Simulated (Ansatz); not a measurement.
BH2SF3, relaxed as a singlet with RKS PBE-D4/def2-SVP in Ansatz, starting from the GFN1-xTB geometry. Force threshold 0.02 eV/Å.

In the singlet geometry the species has come apart into loosely held pieces.

Start:

```xyz
7

B     0.496    0.678    0.011
S    -1.148   -0.616    0.355
H    -1.191   -0.967   -0.915
H    -0.350   -1.608    0.695
F    -0.051    1.715   -0.654
F     1.285   -0.138   -0.742
F     0.960    0.936    1.250
```

```json
{"step": "1", "energy (eV)": "-19675.9208", "largest force component (eV/Å)": "1.559", "SCF passes": "23"}
{"step": "2", "energy (eV)": "-19676.0478", "largest force component (eV/Å)": "0.706", "SCF passes": "27"}
{"step": "3", "energy (eV)": "-19676.1064", "largest force component (eV/Å)": "0.612", "SCF passes": "27"}
{"step": "4 (rejected)", "energy (eV)": "-19676.0129", "largest force component (eV/Å)": "1.329", "SCF passes": "28"}
{"step": "5", "energy (eV)": "-19676.1488", "largest force component (eV/Å)": "0.273", "SCF passes": "27"}
{"step": "6", "energy (eV)": "-19676.1647", "largest force component (eV/Å)": "0.120", "SCF passes": "27"}
{"step": "7 (rejected)", "energy (eV)": "-19676.1522", "largest force component (eV/Å)": "0.450", "SCF passes": "28"}
{"step": "8", "energy (eV)": "-19676.1689", "largest force component (eV/Å)": "0.031", "SCF passes": "23"}
{"step": "9", "energy (eV)": "-19676.1691", "largest force component (eV/Å)": "0.003", "SCF passes": "25"}
```

Force components are those of the run's own axes.

End:

```xyz
7

B     0.745    0.897   -0.032
S    -1.340   -0.786    0.390
H    -1.381   -1.169   -0.916
H    -0.521   -1.825    0.713
F     0.025    1.827   -0.658
F     1.432    0.009   -0.757
F     1.041    1.048    1.259
```

Bonds lost: B1–S2 (atoms count from 1). The end holds 2 separate pieces.

No frequencies were taken in this run, so the end may be a saddle point.

Run time 6.5 s (4 threads of Arm Neoverse V2 on a shared host).
